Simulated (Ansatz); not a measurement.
Molecule: sum formula H9Si4O (charge 0, doublet). It need not be the lowest isomer of its formula. 
Structure (B3LYP-D3(BJ)/def2-TZVP (Ansatz, a first-principles code) minimum search):
```
Si
O 1 1.6030
Si 1 2.3619 2 117.61
H 3 1.4813 1 110.30 2 48.66
H 3 1.4830 4 109.49 1 121.43
H 3 1.4841 4 109.42 5 119.14
Si 1 2.3619 2 117.61 3 -143.84
H 7 1.4813 1 110.30 2 -48.66
H 7 1.4830 8 109.49 1 -121.43
H 7 1.4841 8 109.42 9 -119.14
Si 1 2.4146 2 88.98 3 108.08
H 11 1.4759 1 108.63 2 -61.05
H 11 1.4759 12 112.02 1 -120.01
H 11 1.4855 12 110.31 13 -123.29
```
Charge 0, spin multiplicity 2.

Quantity: atomisation energy (electronic, to ground-state atoms), in kJ/mol. Valence correlation only, unless marked. Open shells are spin-unrestricted. No spin-orbit coupling. Non-relativistic. The coupled-cluster limit lacks core correlation, which all-electron functionals hold. CBS marks a two-point X^-3 extrapolation of the correlation energy; Hartree-Fock from the larger set.

```
level                                                             program  atomisation energy (kJ/mol)
---------------------------------------------------------  --------------  ---------------------------
PBE-D4/def2-TZVPD                                          Ansatz + dftd4                          [?]
revPBE-D4/def2-TZVPD                                       Ansatz + dftd4                          [?]
PBE0/def2-QZVPP                                                    Ansatz                          [?]
B2GP-PLYP/def2-TZVPD                                               Ansatz                       3986.5
RPA@PBE/cc-pV(Q+d)Z                                                Ansatz                       3900.5
SCS-MP2/cc-pV(D+d)Z                                                Ansatz                       3698.6
CCSD(T) with core electrons (1s frozen past Ne)/cc-pwCVTZ          Ansatz                       3980.8
CCSD(T)/CBS(cc-pV(T+d)Z,cc-pV(Q+d)Z)                               Ansatz                          [?]
```

Problem. Complete the blanks.

Solution. 
- PBE-D4/def2-TZVPD, atomisation energy (kJ/mol): 4088.5
- revPBE-D4/def2-TZVPD, atomisation energy (kJ/mol): 4029.7
- PBE0/def2-QZVPP, atomisation energy (kJ/mol): 4018.6
- CCSD(T)/CBS(cc-pV(T+d)Z,cc-pV(Q+d)Z), atomisation energy (kJ/mol): 4102.2
